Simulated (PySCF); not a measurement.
## Electron correlation in Lu³⁺ (lutetium, charge +3)

Starting occupation: [Xe] 4f14. All numbers are calculated (PySCF 2.14, X2C-1e with screened-nucleus spin-orbit coupling, Gaussian nucleus, in x2c-TZVPPall-2c with one added diffuse shell each of s, p, d type (12s12p11d2f2g, 135 functions)). Frozen: [Kr] 4d10; 22 electrons correlated; the 34 highest virtual spinors left out.

MP2 pair energies summed by pair of shells (mhartree):

```tsv
pair	energy	share (%)
4f5/2-4f7/2	-149.04	20.7
4f7/2-4f7/2	-101.01	14.0
4f7/2-5p3/2	-85.77	11.9
4f5/2-5p3/2	-68.10	9.5
4f5/2-4f5/2	-56.24	7.8
5p3/2-5p3/2	-53.14	7.4
5p1/2-5p3/2	-49.90	6.9
4f7/2-5p1/2	-49.09	6.8
4f5/2-5p1/2	-31.80	4.4
4f7/2-5s1/2	-21.34	3.0
4f5/2-5s1/2	-15.63	2.2
5p3/2-5s1/2	-13.83	1.9
5p1/2-5p1/2	-12.17	1.7
5p1/2-5s1/2	-6.50	0.9
5s1/2-5s1/2	-5.47	0.8
```

Total MP2 correlation energy: -719.03 mhartree.

The virtual space was cut to 110 spinors, which keep -704.49 of the -719.03 mhartree of MP2 correlation.

| level | correlation energy (mhartree) |
| --- | --- |
| CCSD | -647.12 |

Diagnostics: T1 = 0.0092, largest double amplitude 0.027.

Q: Is a single reference adequate?

A: Yes: T1 lies below 0.03 and no double amplitude reaches 0.07.

This basis was not built for core-valence correlation, so the inner-shell part is incomplete.
